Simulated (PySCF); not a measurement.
**Which enantiomer?**

Method: PySCF 2.14.0, TDDFT CAM-B3LYP/def2-SVPD circular dichroism and optical rotation, one conformer, gas phase. Geometry: GFN2-xTB.

The calculation is non-relativistic, which matters for the atoms heavier than Zn.

Values for one enantiomer of C₂H₁₀BrNSi₃, R in 10⁻⁴⁰ esu² cm² (velocity form):
| λ (nm) | f | R |
| --- | --- | --- |
| 208 | 0.003 | +6.1 |
| 196 | 0.054 | +48.1 |
| 180 | 0.031 | +35.9 |
| 176 | 0.013 | -8.2 |
| 175 | 0.029 | +14.4 |
| 171 | 0.027 | +15.2 |
| 170 | 0.043 | -16.0 |
| 168 | 0.006 | +12.0 |
| 165 | 0.012 | +23.4 |
| 162 | 0.006 | +31.1 |
| 162 | 0.006 | -2.7 |
| 161 | 0.017 | -20.3 |
| 159 | 0.034 | +36.1 |
| 158 | 0.021 | -68.3 |
| 156 | 0.002 | +1.6 |
| 154 | 0.057 | -18.5 |

[α] at 589.3 nm: +146 deg dm⁻¹ (g/mL)⁻¹ (origin-invariant length gauge).

(1) Which structure gives these signs?
A. C[C@H]1[SiH2]N([SiH3])[Si@H]1Br
B. C[C@@H]1[SiH2]N([SiH3])[Si@@H]1Br

Answers

(1) A. Its CIP labels in SMILES order are S, S; the other enantiomer gives every sign reversed.

Geometry of C[C@H]1[SiH2]N([SiH3])[Si@H]1Br as run:
```xyz
17

C    -2.568    0.106   -0.040
C    -1.310   -0.624    0.412
Si    0.127   -0.844   -0.850
N     1.148   -0.061    0.351
Si    2.833    0.348    0.369
Si   -0.076    0.309    1.530
Br   -0.437    2.488    1.602
H    -3.104   -0.482   -0.784
H    -2.326    1.071   -0.481
H    -3.241    0.281    0.800
H    -1.606   -1.576    0.858
H     0.005   -0.042   -2.065
H     0.568   -2.213   -1.095
H     3.393   -0.210    1.604
H     3.389   -0.260   -0.835
H     2.964    1.806    0.371
H     0.234   -0.083    2.893
```
